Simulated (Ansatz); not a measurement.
Geometry optimisation, RKS revPBE-D4/STO-3G in Ansatz 0.2.0.

The input (input.yaml):

```yaml
crystal:
  periodic: [false, false, false]
  atoms:
    - { symbol: Si, position_ang: [0.0, 0.0, 0.0] }
    - { symbol: O, position_ang: [0.0, 0.0, 1.68] }
    - { symbol: C, position_ang: [-1.1112, -0.3437, 2.4945] }
    - { symbol: H, position_ang: [-1.814, -0.9775, 1.9143] }
    - { symbol: H, position_ang: [-0.7584, -0.9037, 3.3856] }
    - { symbol: H, position_ang: [-1.6313, 0.5809, 2.8212] }
    - { symbol: O, position_ang: [1.5842, 0.0, -0.5594] }
    - { symbol: Si, position_ang: [2.4906, -1.3762, -0.8866] }
    - { symbol: H, position_ang: [1.6598, -2.3521, -1.5857] }
    - { symbol: H, position_ang: [3.6318, -1.0202, -1.7249] }
    - { symbol: H, position_ang: [2.9691, -1.9538, 0.366] }
    - { symbol: Cl, position_ang: [-1.0032, 1.7381, -0.7093] }
    - { symbol: O, position_ang: [-0.7913, -1.3709, -0.5594] }
    - { symbol: Si, position_ang: [-1.673, -2.4329, 0.3983] }
    - { symbol: H, position_ang: [-1.2634, -2.287, 1.792] }
    - { symbol: H, position_ang: [-3.0964, -2.1323, 0.2761] }
    - { symbol: H, position_ang: [-1.4264, -3.8036, -0.0398] }
basis:
  gaussian: { orbitals: STO-3G }
hamiltonian:
  xc: revpbe
  dispersion: d4
relax:
  f_tol: 0.02
  max_steps: 40
```

Run as:

```bash
$ ansatz run input.yaml --threads 1 --pin off --max-ram 2048MiB --backend cpu --events-out ev --progress --plain --runs-dir out
```

Question: Where does it end, and by what steps?

Answer: The run converged. Limits of this set-up: minimal basis. After 27 steps the energy has fallen by 1.728 eV; H5 moved furthest, 1.62 Å.

```csv
step,energy less start (eV),largest force component (eV/Å),accepted
0,0.0000,2.726,yes
1,-0.8391,1.278,yes
2,-1.2216,0.583,yes
3,-1.3798,0.735,yes
4,-1.4323,0.639,yes
5,-1.4689,0.644,yes
6,-1.5126,0.198,yes
7,-1.5301,0.302,yes
8,-1.5729,0.110,yes
9,-1.5898,0.381,yes
10,-1.6093,0.131,yes
11,-1.6270,0.130,yes
12,-1.6171,0.337,no
13,-1.6388,0.059,yes
14,-1.6478,0.102,yes
15,-1.6583,0.268,yes
16,-1.6667,0.321,yes
17,-1.6784,0.298,yes
18,-1.6898,0.334,yes
19,-1.7100,0.204,yes
20,-1.6639,0.562,no
21,-1.7187,0.067,yes
22,-1.7235,0.067,yes
23,-1.7247,0.095,yes
24,-1.7265,0.057,yes
25,-1.7266,0.050,yes
26,-1.7274,0.021,yes
27,-1.7275,0.013,yes
```

```xyz
17
Properties=species:S:1:pos:R:3
Si 0.260 -0.510 0.519
O 0.163 -0.061 2.176
C -1.224 0.177 2.629
H -1.818 -0.768 2.733
H -1.155 0.644 3.639
H -1.793 0.871 1.960
O 1.891 -0.292 0.159
Si 2.479 -1.243 -1.167
H 1.592 -1.207 -2.330
H 3.763 -0.644 -1.511
H 2.694 -2.635 -0.772
Cl -1.001 0.805 -0.650
O -0.095 -2.105 0.089
Si -1.671 -2.757 0.346
H -1.833 -3.158 1.745
H -2.734 -1.813 0.002
H -1.752 -3.939 -0.504
```

Whether the end is a true minimum wasn't checked by a vibrational analysis.

Run time: 3.1 min on 1 thread of Arm Neoverse V1, on a shared host, peak memory 0.17 GiB.
